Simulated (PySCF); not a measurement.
Ge(F)2(SH)2 (F₂GeH₂S₂), SMILES [F][Ge]([F])([SH])[SH].

Geometry optimised at ωB97X-D3(BJ)/def2-SVP. This is a generated structure with no PubChem entry under its InChIKey; it may be hypothetical. The values are those of a single conformer.

Two levels are set side by side: TDA-PBE/def2-SVPD (PySCF) and TDA-B3LYP/def2-SVPD (PySCF). Vertical, same geometry. The lowest singlet is HOMO→LUMO 98 % with PBE and HOMO→LUMO 96 % with the other functional; states are paired by order. Differences are taken from unrounded values.

| quantity | TDA-B3LYP |
|---|---|
| lowest singlet excitation (eV) | 5.28 |
| lowest triplet excitation (TDA) (eV) | 4.79 |
| first bright state (f over 0.05) (eV) | 7.10 |
| its oscillator strength | 0.07 |

**Question.** What does TDA-PBE give, and how far is it from TDA-B3LYP? (An estimate is asked for; the answer gives what the named calculation found.)

**Answer.** 
```json
[
 {"quantity": "lowest singlet excitation (eV)", "TDA-PBE": "4.90", "TDA-PBE minus TDA-B3LYP": "-0.38"},
 {"quantity": "lowest triplet excitation (TDA) (eV)", "TDA-PBE": "4.46", "TDA-PBE minus TDA-B3LYP": "-0.33"},
 {"quantity": "first bright state (f over 0.05) (eV)", "TDA-PBE": "6.61", "TDA-PBE minus TDA-B3LYP": "-0.50"},
 {"quantity": "its oscillator strength", "TDA-PBE": "0.08", "TDA-PBE minus TDA-B3LYP": "0.02"}
]
```

Functionals without exact exchange tend to place singlet excitations lower, as here. Differences between two approximate levels are no errors against the true value.

Rough cost on one machine, each run with all the roots and properties that it gave: TDA-B3LYP against TDA-PBE about 2 times.
